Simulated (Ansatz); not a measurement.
Geometry optimisation, Ansatz, RKS PBE0-D4/STO-3G.

Input:

```yaml
crystal:
  periodic: [false, false, false]
  atoms:
    - { symbol: C, position_ang: [-0.8568, 0.9466, -0.5048] }
    - { symbol: Si, position_ang: [-0.0173, -0.558, -0.0919] }
    - { symbol: "N", position_ang: [1.3512, -0.2595, 0.812] }
    - { symbol: Cl, position_ang: [0.6054, -1.5518, -1.7837] }
    - { symbol: H, position_ang: [-1.8099, 0.7763, -1.1112] }
    - { symbol: H, position_ang: [-1.2091, 1.5536, 0.3808] }
    - { symbol: H, position_ang: [-0.2562, 1.6669, -1.1111] }
    - { symbol: H, position_ang: [-0.8016, -1.4506, 0.7182] }
    - { symbol: H, position_ang: [1.1291, -0.0669, 1.8346] }
    - { symbol: H, position_ang: [1.9483, -1.1077, 0.86] }
basis:
  gaussian: { orbitals: STO-3G }
hamiltonian:
  xc: pbe0
  dispersion: d4
relax:
  f_tol: 0.02
  max_steps: 40
scf:
  lower_state_search: "off"
```

Run as:

```bash
$ ansatz run input.yaml --threads 1 --pin off --max-ram 2048MiB --backend cpu --events-out ev --progress --plain --runs-dir out
```

**Question.** Where does it end, and by what steps?

**Answer.** The forces met the threshold. Limits of this set-up: minimal basis. After 21 steps the energy has fallen by 0.779 eV; H9 moved furthest, 1.29 Å.

| step | energy less start (eV) | largest force component (eV/Å) | accepted |
| --- | --- | --- | --- |
| 0 | 0.0000 | 3.654 | yes |
| 1 | -0.4645 | 1.512 | yes |
| 2 | -0.5211 | 0.243 | yes |
| 3 | -0.5308 | 0.125 | yes |
| 4 | -0.5341 | 0.634 | yes |
| 5 | -0.5586 | 0.307 | yes |
| 6 | -0.5727 | 0.278 | yes |
| 7 | -0.5805 | 0.318 | yes |
| 8 | -0.6024 | 1.375 | yes |
| 9 | -0.5900 | 0.641 | no |
| 10 | -0.6522 | 1.389 | yes |
| 11 | -0.6937 | 0.588 | yes |
| 12 | -0.7408 | 0.314 | yes |
| 13 | -0.6396 | 3.610 | no |
| 14 | -0.7650 | 0.265 | yes |
| 15 | -0.7699 | 0.622 | yes |
| 16 | -0.7748 | 0.222 | yes |
| 17 | -0.7782 | 0.028 | yes |
| 18 | -0.7787 | 0.034 | yes |
| 19 | -0.7789 | 0.060 | yes |
| 20 | -0.7790 | 0.022 | yes |
| 21 | -0.7791 | 0.012 | yes |

```xyz
10
Properties=species:S:1:pos:R:3
C -0.944 0.963 -0.430
Si -0.071 -0.634 -0.044
N 1.169 -0.358 1.131
Cl 0.692 -1.385 -1.878
H -1.729 0.806 -1.175
H -1.406 1.369 0.475
H -0.250 1.711 -0.823
H -0.944 -1.670 0.460
H 1.877 0.355 0.865
H 1.691 -1.208 1.422
```

Run time: 69 s on 1 thread of Arm Neoverse N1, with other jobs on the host, peak memory 0.13 GiB.
